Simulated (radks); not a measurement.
Values are calculated unless marked as measured or tabulated.
Question: The arsenic ion As4+, [Ar] 3d10 4s1. Level of theory: non-relativistic Kohn-Sham, PBE, spin-polarised, spherical densities, point nucleus (a radial shooting solver on a logarithmic mesh with Libxc functionals). Every spin shell is full or empty, so the densities are truly spherical. Functionals are evaluated on that one density, not self-consistently. Rank these exchange functionals by their error against the exact value of the orbitals, and give that value: LDA, revPBE, PW91, PW86, B86b, G96, APBE, SCAN, r2SCAN, MS2, Tao-Mo, MVS.

Answer: Exact: -80.1904 hartree. From best to worst, with 100 (|E| - |E exact|)/|E exact| (equal figures are ties): r2SCAN +0.03, MVS +0.08, PW91 +0.09, revPBE -0.12, B86b +0.15, PW86 +0.16, SCAN +0.29, MS2 -0.34, G96 +0.41, APBE +0.53, Tao-Mo -0.57, LDA -5.71.
